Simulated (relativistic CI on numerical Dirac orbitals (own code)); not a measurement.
# How the errors of a small relativistic CI change along the 23-electron sequence

Levels calculated with a relativistic CI code on KLI orbitals, against measured ones, in five cumulative steps: (1) Dirac-Coulomb, each configuration alone; (2) with Breit and QED terms; (3) with configuration mixing; (4) with scaled Slater integrals; (5) with a P86 correlation estimate. Each ion has its own short list of configurations; levels above 2,000 cm⁻¹ that pair in every step are counted, and ions without enough such levels are left out. The scale is 0.85 up to charge 4 and 0.9 beyond; P86 is a density functional added for each configuration.

Median relative error (%):

| Ion | Ground | Levels | (1) | (2) | (3) | (4) | (5) |
| --- | --- | --- | --- | --- | --- | --- | --- |
| V | 3d3 4s2 | 12 | 38.3 | 37.9 | 62.8 | 51.8 | 32.9 |
| Cr+ | 3d5 | 40 | 15.8 | 15.5 | 13.9 | 16.3 | 7.8 |
| Mn2+ | 3d5 | 63 | 5.3 | 5.0 | 4.8 | 4.4 | 1.4 |
| Fe3+ | 3s2 3d5 | 50 | 2.4 | 2.5 | 2.4 | 2.8 | 0.9 |
| Co4+ | 3s2 3d5 | 43 | 1.6 | 1.8 | 1.9 | 2.1 | 1.5 |
| Ni5+ | 3s2 3d5 | 52 | 1.6 | 1.7 | 1.7 | 0.6 | 1.8 |
| Cu6+ | 3s2 3d5 | 49 | 10.2 | 9.8 | 8.9 | 0.8 | 0.8 |

Mean absolute error (cm⁻¹):

| Ion | (1) | (2) | (3) | (4) | (5) |
| --- | --- | --- | --- | --- | --- |
| V | 3025 | 3027 | 3997 | 3300 | 1971 |
| Cr+ | 7975 | 7834 | 7112 | 7928 | 3791 |
| Mn2+ | 4837 | 4860 | 5079 | 2916 | 972 |
| Fe3+ | 5394 | 5477 | 5005 | 2981 | 1074 |
| Co4+ | 5255 | 5349 | 4876 | 3397 | 1988 |
| Ni5+ | 6572 | 6684 | 6143 | 1697 | 3653 |
| Cu6+ | 6679 | 6754 | 5541 | 1965 | 2068 |

In step (3), fully ab initio, the relative error is 62.8 % for V and 8.9 % for Cu6+, while the absolute error goes from 3997 to 5541 cm⁻¹. The relative error falls from the first to the last ion but not steadily, and the ground configuration changes on the way. The sets of levels differ from ion to ion, which blurs the trend. Mixing (step 3) lowers the mean absolute error for 5 of the 7 ions and scaling (step 4) for 6. The P86 step changes the mean absolute error by a factor of 0.6 for the first ion and 1.1 for the last.

Sources of the measured levels: V, NIST Handbook of Basic Atomic Spectroscopic Data (Sansonetti and Martin, J. Phys. Chem. Ref. Data 34, 1559 (2005)); Cr+, NIST Handbook of Basic Atomic Spectroscopic Data (Sansonetti and Martin, J. Phys. Chem. Ref. Data 34, 1559 (2005)); Mn2+, Corliss and Sugar, J. Phys. Chem. Ref. Data 6, 1253 (1977); Fe3+, Corliss and Sugar, J. Phys. Chem. Ref. Data 11, 135 (1982); Co4+, Sugar and Corliss, J. Phys. Chem. Ref. Data 10, 1097 (1981); Ni5+, Corliss and Sugar, J. Phys. Chem. Ref. Data 10, 197 (1981); Cu6+, measured levels as listed in Gamrath, thesis, University of Mons (2023). Some J values or terms were assigned by a fit.
